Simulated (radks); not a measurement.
All-electron atom: Ge XXI in [Ne] 3s2.

All-electron calculation, scalar-relativistic Kohn-Sham, BLYP, spin-polarised, spherical densities, finite nucleus; Fermi nuclear charge, rms radius 4.0742 fm. Program: a radial shooting solver on a logarithmic mesh with Libxc functionals.

Energy parts (hartree):
total: -1867.63140
kinetic: 1905.96087
electron-nucleus: -4071.37047
Hartree: 352.55422
exchange-correlation: -54.77601

Orbitals (lengths in bohr, moments of r in powers of bohr; <r^-3> diverges for s and p1/2):
| orbital | occ. | eigenvalue (hartree) | <r^4> | <r^-3> |
|---|---|---|---|---|
| 1s | 2 | -433.8399 | 0.00002269 | - |
| 2s | 2 | -79.94842 | 0.004317 | - |
| 2p | 6 | -73.87552 | 0.003098 | 1025 |
| 3s | 2 | -30.05900 | 0.1360 | - |
| 3p | 0 | -28.15806 | 0.1317 | 233.0 |
| 4s | 0 | -15.73759 | 1.628 | - |

The highest occupied level is 3s at -817.95 eV. The density falls to 0.001 e/bohr^3 at r = 1.23 bohr. For comparison, the ionisation energy in NIST's Atomic Spectra Database is 837 eV (semi-empirical). In exact Kohn-Sham theory the highest level is minus the ionisation energy, but local and semilocal functionals leave it too shallow, through self-interaction and a potential that decays too fast; potentials with the right tail come closer. The electron density at the nucleus is 3.241e+04 e/bohr^3 (large components only). Summed over all electrons, <r^2> = 0.9545 bohr^2, which gives a Langevin (diamagnetic) susceptibility term of -0.756 x 10^-6 cm^3/mol.
